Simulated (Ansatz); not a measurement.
`PS` + `SC=[Se]` → `PSC=[Se]` + H₂S at 400 K and 1 bar (ligand exchange at a P–S bond).

Gas-phase electronic energies from Ansatz, PBE0-D4/def2-TZVP geometries. CCSD(T)/CBS is the MP2 limit (def2-TZVPP, def2-QZVPP) plus CCSD(T) − MP2 in def2-TZVPP, frozen cores. This one scheme is used for every species. For Se outer-core shells are correlated without core-valence functions, which leaves a few kJ/mol of doubt a bond. Scalar relativity is left out up to krypton. One conformer a species, not always the lowest.

```
   species  CCSD(T)/CBS energy (Eh)  H − E (kJ/mol)  S (J/(mol·K))
      `PS`               -740.51379            89.7          283.7
 `SC=[Se]`              -2837.70434            86.0          304.5
`PSC=[Se]`              -3179.24657           120.5          366.7
       H₂S               -398.97279            53.4          215.9
```

H − E and S are ideal-gas, rigid-rotor, harmonic terms from PBE0-D4/def2-TZVP, for one conformer and one mirror image of each species. 1 Eh = 2625.50 kJ/mol, R = 8.31446 J/(mol·K).

Problem. By hand: ΔE, ΔH, ΔS and ΔG.

Solution. ΔE = (-3179.24657) + (-398.97279) − (-740.51379) − (-2837.70434) = -0.00123 Eh = -3.2 kJ/mol. Δ(H − E) = 120.5 + 53.4 − 89.7 − 86.0 = -1.8, so ΔH = -5.0 kJ/mol. ΔS = 366.7 + 215.9 − 283.7 − 304.5 = -5.6 J/(mol·K). ΔG = -5.0 − 400 × (-5.6)/1000 = -2.8 kJ/mol.

Problem. By hand: the equilibrium constant, and the temperature at which ΔG would vanish if ΔH and ΔS stayed fixed.

Solution. log₁₀ K = −ΔG/(RT ln 10) = 0.4. ΔG = 0 at ΔH/ΔS = 893 K, though so small a ΔH makes that figure unsure.

TΔS isn't small against ΔH here. The sign of ΔG lies within the doubt. A doubt of 5 kJ/mol in ΔE shifts log₁₀ K by 0.7 here. Other conformers and mirror images would add mixing entropy, several J/(mol·K) or more a flexible species. These are equilibria of isolated gas molecules and say nothing of rates. Largest T1 diagnostic: 0.017 (customary marks: 0.02 for closed shells, 0.045 for open ones).
